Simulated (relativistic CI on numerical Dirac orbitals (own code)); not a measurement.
## Os XXVIII: sensitivity of the levels to the model

Base calculation: Dirac-Coulomb-Breit CI, separate exchange-only KLI orbitals for each configuration, model QED (radiative potential, 1s self-energy scaled to tabulated hydrogen-like ionisation energies), unscaled Slater integrals.

CI space (outside the closed core [Ar] 3d10): 4s²4p⁶4d¹⁰4f³, 4s²4p⁶4d¹⁰4f²5s, 4s²4p⁶4d⁹4f⁴, 4s²4p⁶4d¹⁰4f5s², 4s²4p⁶4d¹⁰4f²5p, 4s²4p⁶4d¹⁰4f5s5p, 4s²4p⁵4d¹⁰4f⁴, 4s²4p⁶4d¹⁰4f²5d, 4s²4p⁶4d¹⁰4f5p², 4s²4p⁶4d¹⁰4f5s5d, 4s²4p⁶4d⁹4f³5s, 4s²4p⁶4d¹⁰4f5p5d, 4s²4p⁶4d⁹4f²5s², 4s4p⁶4d¹⁰4f⁴, 4s²4p⁶4d¹⁰4f²5f, 4s²4p⁴4d¹⁰4f⁵, 4s²4p⁶4d⁹4f³5p, 4s²4p⁶4d¹⁰4f²6s, 4s²4p⁶4d¹⁰4f5d², 4s²4p⁶4d¹⁰4f²5g, 4s²4p⁶4d¹⁰4f²6p, 4s²4p⁶4d¹⁰4f²6d, 4s²4p⁵4d¹⁰4f²5s², 4p⁶4d¹⁰4f⁵, 4s²4p⁵4d¹⁰4f³5s, 4s²4p⁶4d¹⁰4f²7s, 4s²4p⁶4d¹⁰4f²6g, 4s4p⁶4d¹⁰4f²5s², 4p⁶4d¹⁰4f⁴5s. Levels of other configurations are missing.

The lowest level and the first level of each name with at least 55 % of one term (blank where a level has no safe partner in the second run):

| Level | Base (cm⁻¹) | Shift (cm⁻¹) |
| --- | --- | --- |
| 4s²4p⁶4d¹⁰4f³ ⁴I°9/2 | 0 | 0 |
| 4s²4p⁶4d¹⁰4f³ ⁴I°11/2 | 24767 | +454 |
| 4s²4p⁶4d¹⁰4f³ ⁴F°3/2 | 40041 | -3556 |
| 4s²4p⁶4d¹⁰4f³ ⁴I°13/2 | 45116 | +43 |
| 4s²4p⁶4d¹⁰4f³ ⁴F°5/2 | 56483 | -3700 |
| 4s²4p⁶4d¹⁰4f³ ⁴I°15/2 | 62190 | -802 |
| 4s²4p⁶4d¹⁰4f³ ⁴S°3/2 | 63686 | -3217 |
| 4s²4p⁶4d¹⁰4f³ ⁴G°5/2 | 65322 | -4185 |
| 4s²4p⁶4d¹⁰4f³ ⁴G°7/2 | 77041 | -3994 |
| 4s²4p⁶4d¹⁰4f³ ⁴F°9/2 | 82884 | -2654 |
| 4s²4p⁶4d¹⁰4f³ ²K°13/2 | 83577 | -3971 |
| 4s²4p⁶4d¹⁰4f³ ²H°11/2 | 84720 | -3378 |
| 4s²4p⁶4d¹⁰4f³ ²P°1/2 | 95550 | -6162 |
| 4s²4p⁶4d¹⁰4f³ ⁴G°9/2 | 97177 | -4286 |
| 4s²4p⁶4d¹⁰4f³ ⁴D°1/2 | 126329 | -6531 |
| 4s²4p⁶4d¹⁰4f³ ²I°13/2 | 131753 | -7235 |
| 4s²4p⁶4d¹⁰4f³ ⁴D°7/2 | 133599 | -7666 |
| 4s²4p⁶4d¹⁰4f³ ²L°17/2 | 135808 | -7527 |
| 4s²4p⁶4d¹⁰4f³ ²F°7/2 | 172712 | -9938 |
| 4s²4p⁶4d¹⁰4f²5s ⁴H7/2 | 1114504 | -1246 |
| 4s²4p⁶4d¹⁰4f²5s ⁴F3/2 | 1135605 | -2792 |
| 4s²4p⁶4d¹⁰4f²5s ⁴F5/2 | 1140644 | -3229 |

At this charge energies of transitions that change n are usually good to better than 1 %, and those within a shell (Δn = 0) to a few per cent. Terms inside the open d or f shell come out 10 to 20 % too wide with unscaled integrals.

(1) One thing was changed in a second run, which moved the levels as shown. Which?
A. configuration mixing switched off
B. QED terms removed
C. one mean potential for all configurations
D. valence Slater integrals scaled by 0.9
E. Breit term removed

Answers

(1) D. Valence Slater integrals scaled by 0.9. Scaling acts on the splittings between terms and on the mixing, and leaves the fine structure of pure LS terms nearly alone; in jj coupling it moves the levels of one term differently.

LS names give the leading component of a level, which can be under half, so a name can repeat, a term be missing and a line seem to break the LS rules.
